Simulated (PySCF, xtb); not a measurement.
AsF₃, SMILES F[As](F)F (connectivity only; charge and spin as stated), charge +1, multiplicity 2.

Harmonic wavenumbers (cm⁻¹) from GFN2-xTB run with xtb at its own minimum, in rising order: 201, 201, 240, 440, 441, 528.

**Question.** What does ωB97X-D3(BJ)/def2-SVP (PySCF 2.14.0) give at its own minimum? (The exact figures need the calculation; the answer reports its results.)

**Answer.** 232, 232, 283, 768, 816, 816. Paired by order, the mean absolute difference is 183 cm⁻¹ and the zero-point energies are 2.9 and 4.5 kcal/mol.
